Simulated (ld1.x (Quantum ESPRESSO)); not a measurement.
**Pseudopotential generation for hydrogen: PAW, LDA (PZ), scalar-relativistic.**

ld1.x (Quantum ESPRESSO) 7.5 input, shortened:

```
&input
   title='H', zed=1., rel=1, dft='PZ', iswitch=3,
   config='1s1'
 /
 &inputp
   pseudotype=3, lpaw=.true., tm=.true., lloc=-1, rcloc=1.30,
   nlcc=.false.,
   which_augfun='PSQ', rmatch_augfun_nc=.true.
 /
2
1S  1  0   1.00   0.00  1.05  1.45  0.0
1S  1  0   0.00   6.00  1.05  1.45  0.0
 &test
   configts(1)='1s1'
 /
```

Question: Does the generator finish with these settings?

Answer: Yes, a potential is produced and its reference levels are reproduced.

Question: Estimate the cutoffs (Ry, on a coarse ladder) from which the occupation-weighted sum of valence levels, in a spherical-Bessel basis at the reference potential, stays within 10 and 1 mRy of its value at 400 Ry.

Answer: 10 Ry and 18 Ry.

Question: What does a ghost test show?

Answer: No extra level below or beside the all-electron valence levels (s, p, d, f tested).

Question: Is the overlap operator S = 1 + Σ q|β⟩⟨β| positive definite (Bessel basis up to 400 Ry)?

Answer: Yes: its lowest eigenvalue is 0.58 (s channel).
